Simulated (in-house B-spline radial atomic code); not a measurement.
Functionals against successive ionisation energies: Tm to Tm³⁺

Ionisation energies as differences of self-consistent total energies from an all-electron radial atomic-structure program (B-spline basis): all electrons, radial basis limit, scalar-relativistic (one-electron X2C), spin-polarised at highest spin, spherical densities; exact exchange is averaged over the determinants of each configuration. No spin-orbit coupling, Breit or QED terms. NIST's values run from ground level to ground level, so in open shells the differences also hold multiplet and fine-structure energies that spherical high-spin averages miss. Columns give computed minus NIST, in eV; a star marks a semi-empirical value. Species are left out where the tabulated value is theory, is uncertain by more than 0.12 eV, or (13 ions, such as In⁴⁺, Te⁴⁺ and Bi⁴⁺) lies off its series for all methods alike, which flatters the means a little.

```tsv
species	shell	NIST (eV)	LDA VWN5	LDA exchange-only	PBE	BHandHLYP	OLYP
Tm	6s	6.18	+0.27	-0.79	+0.06	-0.17	-0.17
Tm⁺	6s	12.06 ± 0.02*	+0.44	-0.27	+0.23	-0.10	-0.05
Tm²⁺	4f	23.66 ± 0.03*	+2.47	+0.67	+2.09	-0.24	+2.40
Tm³⁺	4f	42.41 ± 0.04*	+2.88	+0.89	+2.46	+0.46	+2.89
```

(1) How do the methods rank, and which species is hardest?

Answers

(1) Mean absolute (signed) differences: BHandHLYP 0.25 (-0.01) eV; LDA exchange-only 0.66 (+0.13) eV; PBE 1.21 (+1.21) eV; OLYP 1.38 (+1.27) eV; LDA VWN5 1.51 (+1.51) eV. For Tm³⁺, which loses a 4f electron, the nearest method is off by +0.46 eV, the largest such miss.
